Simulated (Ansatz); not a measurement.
`O[SiH2][CH2][GeH3]` → `[GeH2]` + `C[SiH2]O` at 298.15 K and 1 bar (germylene formation by 1,1-elimination).

Isolated molecules relaxed with PBE0-D4/def2-TZVP in Ansatz; ΔE leaves out vibrations. CBS: MP2 limit from def2 TZ/QZ plus the TZ coupled-cluster correction, frozen cores. This one scheme is used for every species. For Ge outer-core shells are correlated without core-valence functions, which leaves a few kJ/mol of doubt a bond. Scalar relativity is left out up to krypton. Each species was taken in one conformer, which may not be the lowest.

| species | CCSD(T)/CBS energy (Eh) | H − E (kJ/mol) | S (J/(mol·K)) |
| --- | --- | --- | --- |
| `O[SiH2][CH2][GeH3]` | -2483.27897 | 236.7 | 367.2 |
| `[GeH2]` | -2077.24753 | 38.7 | 220.4 |
| `C[SiH2]O` | -405.96945 | 193.7 | 296.5 |

H − E and S are ideal-gas, rigid-rotor, harmonic terms from PBE0-D4/def2-TZVP, for one conformer and one mirror image of each species. 1 Eh = 2625.50 kJ/mol, R = 8.31446 J/(mol·K).

Problem. By hand: ΔE, ΔH, ΔS and ΔG.

Solution. ΔE = (-2077.24753) + (-405.96945) − (-2483.27897) = 0.06199 Eh = 162.8 kJ/mol. Δ(H − E) = 38.7 + 193.7 − 236.7 = -4.3, so ΔH = 158.5 kJ/mol. ΔS = 220.4 + 296.5 − 367.2 = 149.7 J/(mol·K). ΔG = 158.5 − 298.15 × (149.7)/1000 = 113.9 kJ/mol.

Problem. By hand: the equilibrium constant, and the temperature at which ΔG would vanish if ΔH and ΔS stayed fixed.

Solution. log₁₀ K = −ΔG/(RT ln 10) = -20.0. ΔG = 0 at ΔH/ΔS = 1059 K.

The number of gas molecules changes by +1, which sets the sign of ΔS. A doubt of 5 kJ/mol in ΔE shifts log₁₀ K by 0.9 here. Other conformers and mirror images would add mixing entropy, several J/(mol·K) or more a flexible species. Modes under 60 cm⁻¹, often nearly free rotors, make the harmonic entropy too high. These are equilibria of isolated gas molecules and say nothing of rates. Largest T1 diagnostic: 0.012 (customary marks: 0.02 for closed shells, 0.045 for open ones).
